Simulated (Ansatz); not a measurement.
# Relative stability

The two ends of one reaction step of Si2H3Cl2F, singlet (PBE0-D4/def2-TZVP).

A:

```
atom    x (Å)    y (Å)    z (Å)
 Si1  -0.9896  -0.4761   0.7818
 Si2   1.5525   1.5733  -1.1175
  F3  -0.5666   0.9738   0.1838
 Cl4   2.5153   0.0921   0.0202
 Cl5   0.8340   0.4196  -2.7056
  H6  -0.3134  -0.6340   2.0866
  H7  -2.4607  -0.4400   0.9386
  H8  -0.5716  -1.5085  -0.1879
```

B:

Si1  (-0.890, -0.201, 0.848)
Si2  (0.786, 0.083, -0.747)
F3  (1.340, -1.316, -1.256)
Cl4  (2.370, 1.111, 0.021)
Cl5  (0.087, 1.080, -2.382)
H6  (-0.331, -0.936, 2.010)
H7  (-1.353, 1.145, 1.265)
H8  (-2.009, -0.966, 0.242)
(Å)

Ansatz 0.2.0; basis: def2-TZVPP; cores frozen in the correlated methods. B3LYP uses VWN-RPA correlation.

Question: Which structure is lower at CCSD(T), and by how much? (To be estimated.)

Answer: By the calculation: B, by 141.3 kJ/mol (electronic energy, against the other). By their contacts, A is a complex of SiH₃F ([F][SiH3]) + SiCl₂ and B is Si₂H₃Cl₂F ([F][Si]([SiH3])([Cl])[Cl]).

All methods give the same order:

| method | E(B) − E(A) (kJ/mol) |
| --- | --- |
| SPW92 | -155.8 |
| PBE-D4 | -141.7 |
| BLYP-D4 | -114.5 |
| r2SCAN-D4 | -158.2 |
| B97M-V | -147.8 |
| PBE0-D4 | -155.2 |
| B3LYP-D4 | -128.2 |
| r2SCAN0-D4 | -162.1 |
| BHLYP-D4 | -140.4 |
| CAM-B3LYP-D4 | -137.0 |
| wB97X-V | -152.7 |
| wB97M-V | -126.7 |
| B2PLYP | -135.3 |
| PBE-QIDH | -162.6 |
| RPA on PBE | -126.9 |
| HF | -140.8 |
| MP2 | -148.3 |
| CCSD | -141.7 |
| CCSD(T) | -141.3 |

T1 diagnostic: at most 0.012.

Labels in which every atom is bracketed show which atoms are joined, not bond orders.

For scale, one of the runs: CCSD(T)/def2-TZVPP, 241 basis functions, launched by `ansatz run in.yaml --threads 4 --pin off --events-out ev --progress --plain --max-ram 9574MiB`. The run took 2.4 min on 4 CPU threads of an Intel Xeon (shared host), with 4.2 GiB of host memory at its peak.
